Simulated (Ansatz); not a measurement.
Ideal-gas functions of F₂HfI₂, SMILES `[F][Hf]([F])([I])[I]` at 600 K and 1 bar, from an Ansatz frequency run at PBE0-D4/def2-TZVP.

Molar mass 470.29 g/mol, point group C2v (symmetry number 2), electronic degeneracy 1, moments of inertia 473.151, 1342.389, 1639.775 u Å². Harmonic wavenumbers (cm⁻¹, unscaled): 49, 90, 119, 126, 157, 202, 228, 662, 672.

Use S(trans) = R[1.5 ln M + 2.5 ln T − 1.1517]; rotational temperatures θ = 24.2544 K / I; S(rot) = R[ln(√π/σ · √(T³/θAθBθC)) + 1.5]; for each mode x = 1.438777 ν̃/T, S = R[x/(eˣ − 1) − ln(1 − e⁻ˣ)] and H = RT x/(eˣ − 1); 1 cm⁻¹ = 0.0119627 kJ/mol; R = 8.31446 J/(mol·K).

By hand: the entropy, in J/(mol·K).

Translation 200.1. Rotation: θ = 0.0513, 0.0181, 0.0148 K, giving 137.8. Vibration, mode by mode: 26.12, 21.08, 18.77, 18.30, 16.49, 14.42, 13.44, 5.29, 5.19, in all 139.1. Electronic 0.0. Sum 477.0 J/(mol·K).

By hand: H − E and G − E in kJ/mol, counted from the electronic energy.

Zero-point energy ½ × 2305 × 0.0119627 = 13.8; thermal vibration 33.5; translation, rotation and pV give 4 RT = 20.0. H − E = 67.3 kJ/mol, and G − E = 67.3 − 600 × 477.0/1000 = -218.9 kJ/mol.

Vibration gives 29 % of the entropy, 84.3 J/(mol·K) of it from the modes under 150 cm⁻¹: soft modes count most, and the harmonic formula is weakest for them.
